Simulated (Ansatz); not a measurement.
Start from `[OH][Hf]([F])([F])[F]` and change one atom or group to get `[F][Hf]([F])([F])[F]`.

Ansatz, PBE0-D4/def2-TZVP geometries, multiplicity 1. Each molecule was computed in one conformer, which needn't be the lowest.

Elements past krypton have def2 core potentials.

```json
{"property": "ideal-gas entropy at 298 K and 1 bar (rigid rotor, harmonic PBE0-D4/def2-TZVP) / J/(mol·K)", "`[OH][Hf]([F])([F])[F]`": "356"}
{"property": "size of the dipole moment (B3LYP/def2-TZVPP) / D", "`[OH][Hf]([F])([F])[F]`": "2.67"}
{"property": "zero-point energy (PBE0-D4/def2-TZVP) / kJ/mol", "`[OH][Hf]([F])([F])[F]`": "47.7"}
{"property": "HOMO–LUMO gap (ωB97M-V/def2-TZVPP) / eV", "`[OH][Hf]([F])([F])[F]`": "13.28"}
{"property": "HOMO energy (PBE/def2-TZVPP) / eV", "`[OH][Hf]([F])([F])[F]`": "-8.46"}
{"property": "LUMO energy (ωB97M-V/def2-TZVPP) / eV", "`[OH][Hf]([F])([F])[F]`": "0.55"}
```

(1) Give the same properties after the change, and the shifts. (An estimate is asked.)

Answers

(1) Ansatz gave: 
```csv
property,`[F][Hf]([F])([F])[F]`,shift
"ideal-gas entropy at 298 K and 1 bar (rigid rotor, harmonic PBE0-D4/def2-TZVP) / J/(mol·K)",328,-28
size of the dipole moment (B3LYP/def2-TZVPP) / D,0.00,-2.67
zero-point energy (PBE0-D4/def2-TZVP) / kJ/mol,20.8,-26.9
HOMO–LUMO gap (ωB97M-V/def2-TZVPP) / eV,14.96,1.68
HOMO energy (PBE/def2-TZVPP) / eV,-10.11,-1.65
LUMO energy (ωB97M-V/def2-TZVPP) / eV,0.27,-0.28
```

With PBE0 the HOMO falls by 1.93 eV and the LUMO falls by 0.30 eV, so the gap widens by about 1.63 eV. PBE moves the HOMO by -1.65 eV and ωB97M-V by -1.96 eV. The zero-point energy changes by -26.9 kJ/mol with -3 modes.

B3LYP here is the variant with VWN-RPA as its local correlation; programs differ in this.
